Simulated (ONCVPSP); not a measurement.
## Building the ONCV potential for iron (Fe) (PBE, scalar-relativistic).

| Property | Result |
| --- | --- |
| Element | iron (Fe) |
| Generator | ONCVPSP 4.0.1 |
| Type | optimised norm-conserving Vanderbilt (ONCV) |
| Functional | PBE |
| Relativity | scalar-relativistic |
| Frozen core | [Ne] |
| Valence charge | 16 |
| Reference configuration | 3s2 3p6 3d7 4s1 |
| Partial waves | 3s+4s: rc 1.30 bohr, ncon 4, nbas 8, qcut 8.5 1/bohr, 2 projectors; 3p: rc 0.80 bohr, ncon 3, nbas 6, qcut 8.5 1/bohr, 2 projectors, debl 2.5 Ha; 3d: rc 1.35 bohr, ncon 4, nbas 9, qcut 10.7 1/bohr, 2 projectors, debl 2.3 Ha; f scattering state at 0.31 Ha: rc 1.15 bohr, ncon 4, nbas 8, qcut 10.6 1/bohr, 2 projectors, debl 0.4 Ha |
| Local potential | polynomial inside 0.70 bohr (lpopt 5, dvloc0 3 Ha) |
| Core correction | polynomial model core, fcfact 0.45 |

All-electron outer shells of the reference configuration (PBE, scalar-relativistic, ld1.x):

| shell | level (eV) | outermost node (bohr) | outermost maximum (bohr) |
| --- | --- | --- | --- |
| 2p | -693.47 | – | 0.18 |
| 3s | -89.48 | 0.33 | 0.70 |
| 3p | -55.64 | 0.30 | 0.72 |
| 4s | -4.25 | 1.01 | 2.53 |
| 3d | -3.81 | – | 0.73 |

Problem. Estimate the cutoffs (Ha) at which the residual kinetic energy of the hardest occupied pseudo-wave falls to 1 and 0.1 mHa per electron.

Solution. 52 Ha and 177 Ha.

Problem. Does the potential have ghost states?

Solution. No bound ghost flagged; no localised positive-energy state flagged.

Problem. Tests: 3s2 3p6 3d6 4s2; 3s2 3p6 3d6 4s1; 3s2 3p6 3d6 4s0; 3s1 3p6 3d6 4s2. Which has the largest error in its energy relative to the reference configuration, and how large is it?

Solution. 3s1 3p6 3d6 4s2, with -232 meV (all-electron minus pseudo) on +102.67 eV.
